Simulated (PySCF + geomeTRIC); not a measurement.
Species: CH₂NO, SMILES `[NH2+]=C=O` with one electron removed (charge 2, multiplicity 2).

**Question.** Give a relaxed geometry from PySCF + geomeTRIC with M06-2X/def2-TZVP.

**Answer.** the end point of this relaxation (outside a Z-matrix the atoms follow the SMILES, hydrogens last).
Cartesian coordinates (Å) in one orientation:
```xyz
5

N     -0.395     0.097     0.592
C      0.589    -0.143    -0.312
O      1.389    -0.339    -1.048
H     -1.105    -0.666     0.819
H     -0.454     1.048     1.072
```
